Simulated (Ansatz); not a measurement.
The cluster Na2Te⁺, relaxed as a quartet with UKS r2SCAN-D4/def2-TZVP in Ansatz, starting from the r2SCAN-D4/def2-TZVP geometry of the charge +1 doublet. Force threshold 0.02 eV/Å.

In the def2 sets Te takes a core potential; there is no spin–orbit coupling. At r2SCAN-D4/def2-TZVP a doublet of charge 1 lies 2.96 eV below the quartet, each at its own geometry. The structure comes from a short search, and lower isomers may exist.

Start:

Cartesian coordinates in Å:
```
Na 1.475 -2.277 -0.230
Na -1.206 2.396 -0.471
Te -0.269 -0.118 0.701
```

```csv
step,energy (eV),largest force component (eV/Å),SCF passes
1,-16120.1536,0.685,21
2,-16120.3807,0.413,26
3,-16120.5455,0.217,26
4,-16120.6527,0.147,25
5,-16120.7217,0.087,25
6,-16120.7536,0.027,22
7,-16120.7572,0.002,23
```

Force components are those of the run's own axes.

End:

```xyz
3

Na    1.7970   -3.1273    0.1551
Na   -1.7921    3.1295   -0.1679
Te   -0.0049   -0.0022    0.0128
```

By distances, no bond broke or formed. The bond that changes most is Na1–Te3, from 2.93 to 3.61 Å (atoms count from 1).

No frequencies were taken in this run, so the end may be a saddle point.

Run time 14 s (4 threads of Arm Neoverse V2 on a shared host).
